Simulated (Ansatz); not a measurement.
```yaml
crystal:
  periodic: [false, false, false]
  atoms:
    - {symbol: F, position_ang: [-0.652344, -1.732390, -0.366662]}
    - {symbol: C, position_ang: [-0.617421, -0.272661, -0.260627]}
    - {symbol: B, position_ang: [0.287408, 0.357800, 0.881661]}
    - {symbol: N, position_ang: [0.665166, 0.264109, -0.370748]}
    - {symbol: H, position_ang: [-1.447952, 0.068490, -0.750402]}
    - {symbol: H, position_ang: [0.493929, 0.704515, 1.928792]}
    - {symbol: H, position_ang: [1.274607, 0.393547, -1.177547]}
basis:
  gaussian: {orbitals: pcseg-2, nuclear_model: gaussian}
magnetization: {spin_polarized: false, initial_magnetization: 2}
hamiltonian: {xc: {name: wB97}}
```

```sh
$ ansatz run in.yaml --threads 2 --pin off --events-out ev --progress --plain --max-ram 4352MiB
```

It prints (some lines left out):

```
Functional definition: wB97
801 factors; their error is unknown
252 factors; integrals over basis functions are off by at most 3.1e-5 eV
mean field evaluation 1: about -5959.6034 eV, gradient 4.4e1 eV
mean field evaluation 2: about -5960.2100 eV, gradient 4.1e1 eV
mean field evaluation 4: about -5963.5753 eV, gradient 1.8e0 eV
mean field evaluation 8: about -5963.5950 eV, gradient 1.2e-1 eV
mean field evaluation 16: about -5963.5427 eV, gradient 1.5e-3 eV
mean field -5963.54265180 eV, -219.1561502191 hartree, gradient 6.0e-5 eV, S^2 2.000000; 2 other end points of the search recorded, 0 dependent functions left out
reference -5963.54264984 eV, -219.1561501473 hartree; 16, 14 occupied and 146, 148 virtual orbitals, 801 factors
Total energy: -5963.54264984 eV, -219.1561501473 hartree
```

Hardware: 2 threads of an Arm Neoverse V1 on a shared host. Wall time 11 s, peak host memory 0.34 GiB.
